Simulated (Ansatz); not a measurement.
Isolated molecules relaxed with PBE0-D4/def2-TZVP in Ansatz; ΔE leaves out vibrations. CCSD(T)/CBS adds triple-zeta CCSD(T) − MP2 to the extrapolated MP2 energy (def2 sets, frozen cores). This one scheme is used for every species. DFT in def2-TZVPP. B3LYP here is the variant with VWN-RPA as its local correlation; programs differ in this. HSE06 is defined as in plane-wave codes. def2 core potentials past Kr. For Cd outer-core shells are correlated without core-valence functions, which leaves a few kJ/mol of doubt a bond. One conformer a species, not always the lowest.

Reaction (ligand exchange at a Cd–S bond): `C[S][Cd][S]C` + H–F → `C[S][Cd][F]` + CH₃SH

```json
{"level": "LDA (SPW92)", "ΔE (kcal/mol)": "10.7", "difference from CCSD(T)/CBS": "0.3"}
{"level": "PBE-D4", "ΔE (kcal/mol)": "8.9", "difference from CCSD(T)/CBS": "-1.5"}
{"level": "revPBE-D4", "ΔE (kcal/mol)": "8.8", "difference from CCSD(T)/CBS": "-1.6"}
{"level": "BLYP-D4", "ΔE (kcal/mol)": "6.7", "difference from CCSD(T)/CBS": "-3.7"}
{"level": "r2SCAN-D4", "ΔE (kcal/mol)": "8.1", "difference from CCSD(T)/CBS": "-2.3"}
{"level": "B97M-V", "ΔE (kcal/mol)": "6.2", "difference from CCSD(T)/CBS": "-4.2"}
{"level": "PBE0-D4", "ΔE (kcal/mol)": "10.5", "difference from CCSD(T)/CBS": "0.1"}
{"level": "B3LYP-D4", "ΔE (kcal/mol)": "8.1", "difference from CCSD(T)/CBS": "-2.3"}
{"level": "r2SCANh-D4", "ΔE (kcal/mol)": "8.9", "difference from CCSD(T)/CBS": "-1.5"}
{"level": "HSE06-D4", "ΔE (kcal/mol)": "10.7", "difference from CCSD(T)/CBS": "0.3"}
{"level": "BHLYP-D4", "ΔE (kcal/mol)": "9.1", "difference from CCSD(T)/CBS": "-1.3"}
{"level": "CAM-B3LYP-D4", "ΔE (kcal/mol)": "6.6", "difference from CCSD(T)/CBS": "-3.8"}
{"level": "ωB97X-V", "ΔE (kcal/mol)": "6.8", "difference from CCSD(T)/CBS": "-3.6"}
{"level": "ωB97M-V", "ΔE (kcal/mol)": "8.3", "difference from CCSD(T)/CBS": "-2.1"}
{"level": "B2PLYP", "ΔE (kcal/mol)": "8.0", "difference from CCSD(T)/CBS": "-2.4"}
{"level": "PBE-QIDH", "ΔE (kcal/mol)": "11.1", "difference from CCSD(T)/CBS": "0.7"}
{"level": "PBE", "ΔE (kcal/mol)": "7.7", "difference from CCSD(T)/CBS": "-2.7"}
{"level": "revPBE", "ΔE (kcal/mol)": "6.8", "difference from CCSD(T)/CBS": "-3.6"}
{"level": "BLYP", "ΔE (kcal/mol)": "4.4", "difference from CCSD(T)/CBS": "-6.0"}
{"level": "r2SCAN", "ΔE (kcal/mol)": "7.7", "difference from CCSD(T)/CBS": "-2.7"}
{"level": "PBE0", "ΔE (kcal/mol)": "9.4", "difference from CCSD(T)/CBS": "-1.0"}
{"level": "B3LYP", "ΔE (kcal/mol)": "6.1", "difference from CCSD(T)/CBS": "-4.3"}
{"level": "r2SCANh", "ΔE (kcal/mol)": "8.4", "difference from CCSD(T)/CBS": "-2.0"}
{"level": "r2SCAN0", "ΔE (kcal/mol)": "9.4", "difference from CCSD(T)/CBS": "-1.0"}
{"level": "HSE06", "ΔE (kcal/mol)": "9.6", "difference from CCSD(T)/CBS": "-0.8"}
{"level": "BHLYP", "ΔE (kcal/mol)": "7.0", "difference from CCSD(T)/CBS": "-3.4"}
{"level": "CAM-B3LYP", "ΔE (kcal/mol)": "5.3", "difference from CCSD(T)/CBS": "-5.1"}
{"level": "LC-ωPBE", "ΔE (kcal/mol)": "5.9", "difference from CCSD(T)/CBS": "-4.5"}
{"level": "MP2/def2-SVP", "ΔE (kcal/mol)": "10.5", "difference from CCSD(T)/CBS": "0.1"}
{"level": "CCSD/def2-SVP", "ΔE (kcal/mol)": "8.0", "difference from CCSD(T)/CBS": "-2.4"}
{"level": "CCSD(T)/def2-SVP", "ΔE (kcal/mol)": "8.6", "difference from CCSD(T)/CBS": "-1.8"}
{"level": "HF/def2-TZVPP", "ΔE (kcal/mol)": "6.3", "difference from CCSD(T)/CBS": "-4.1"}
{"level": "MP2/def2-TZVPP", "ΔE (kcal/mol)": "12.9", "difference from CCSD(T)/CBS": "2.5"}
{"level": "SCS-MP2/def2-TZVPP", "ΔE (kcal/mol)": "10.1", "difference from CCSD(T)/CBS": "-0.3"}
{"level": "CCSD/def2-TZVPP", "ΔE (kcal/mol)": "9.4", "difference from CCSD(T)/CBS": "-1.0"}
{"level": "CCSD(T)/def2-TZVPP", "ΔE (kcal/mol)": "10.2", "difference from CCSD(T)/CBS": "-0.2"}
{"level": "HF/def2-QZVPP", "ΔE (kcal/mol)": "5.2", "difference from CCSD(T)/CBS": "-5.2"}
{"level": "MP2/def2-QZVPP", "ΔE (kcal/mol)": "12.6", "difference from CCSD(T)/CBS": "2.2"}
{"level": "SCS-MP2/def2-QZVPP", "ΔE (kcal/mol)": "9.9", "difference from CCSD(T)/CBS": "-0.5"}
{"level": "CCSD/CBS(def2)", "ΔE (kcal/mol)": "9.5", "difference from CCSD(T)/CBS": "-0.9"}
{"level": "CCSD(T)/CBS", "ΔE (kcal/mol)": "10.4", "difference from CCSD(T)/CBS": "0"}
```

Largest T1 diagnostic among the species: 0.015.

From r2SCAN to r2SCAN0 (25 % exact exchange), in def2-TZVPP and without D4, ΔE moves by +1.7 kcal/mol. Leaving LDA and LC-ωPBE aside and taking each functional with its dispersion term where it has one, the values spread over 5.0 kcal/mol, from B97M-V to PBE-QIDH. LDA lies +3.0 kcal/mol from PBE without D4.
